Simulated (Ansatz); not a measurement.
`CC[Si]O[SiH3]` + `N[SiH2]S` → `N[SiH2]S[SiH3]` + `CC[Si]O`  (ligand exchange at the Si–O bond)

Program: Ansatz. Geometries: PBE0-D4/def2-TZVP. ΔE: electronic, gas phase. CBS: MP2 limit from def2 TZ/QZ plus the TZ coupled-cluster correction, frozen cores. One conformer a species, not always the lowest.

`CC[Si]O[SiH3]`:

Cartesian coordinates in Å:
```
C -0.481 -1.599 -0.097
C 0.191 -0.856 -1.255
Si 1.839 -0.047 -0.734
O 1.307 1.110 0.315
Si 0.078 1.916 1.048
H -0.752 -0.922 0.718
H 0.174 -2.367 0.328
H -1.398 -2.100 -0.416
H -0.480 -0.081 -1.649
H 0.391 -1.548 -2.081
H -1.176 1.810 0.255
H -0.149 1.338 2.397
H 0.456 3.345 1.172
```

`N[SiH2]S`:

```xyz
8

N     0.195   -0.634    1.267
Si   -0.030   -0.260   -0.382
S     0.179    1.849   -0.748
H     1.082   -0.980    1.593
H    -0.322   -0.172    1.996
H    -1.389   -0.620   -0.860
H     0.994   -1.046   -1.112
H    -0.709    1.864   -1.755
```

`N[SiH2]S[SiH3]`:

Z-matrix (Å, degrees):
```
Si
S 1 2.154
N 1 1.707 2 113.7
H 1 1.486 2 106.2 3 -121.3
H 1 1.482 2 109.3 3 119.0
Si 2 2.132 1 97.2 3 145.8
H 3 1.007 1 120.7 2 -60.2
H 3 1.007 1 119.6 2 85.1
H 6 1.483 2 106.5 1 172.1
H 6 1.485 2 111.2 1 -68.4
H 6 1.486 2 111.3 1 52.8
```

`CC[Si]O`:

Z-matrix (Å, degrees):
```
C
C 1 1.522
H 1 1.095 2 111.6
H 1 1.093 2 112.4 3 119.7
H 1 1.095 2 111.6 3 -120.5
Si 2 1.914 1 119.6 3 60.2
H 2 1.100 1 110.9 3 -177.0
H 2 1.101 1 110.9 3 -62.4
O 6 1.654 2 102.3 1 -0.6
H 9 0.963 6 118.6 2 0.1
```

```json
{"species": "`CC[Si]O[SiH3]`", "MP2/def2-TZVPP energy (Eh)": "-734.06812"}
{"species": "`N[SiH2]S`", "MP2/def2-TZVPP energy (Eh)": "-744.45607"}
{"species": "`N[SiH2]S[SiH3]`", "MP2/def2-TZVPP energy (Eh)": "-1034.71213"}
{"species": "`CC[Si]O`", "MP2/def2-TZVPP energy (Eh)": "-443.80148"}
```

Problem. Work out ΔE.

Solution. ΔE = (-1034.71213) + (-443.80148) − (-734.06812) − (-744.45607) = 0.01058 Eh = +27.8 kJ/mol. CCSD(T)/CBS gives +29.2 kJ/mol.

Largest T1 diagnostic among the species: 0.013.

From PBE to PBE0 (25 % exact exchange), in def2-TZVPP and without D4, ΔE moves by +4.8 kJ/mol. In def2-TZVPP, CCSD(T) changes the Hartree–Fock value by −20.6 kJ/mol (the triples alone add −4.2 kJ/mol) and MP2 by −24.2 kJ/mol.
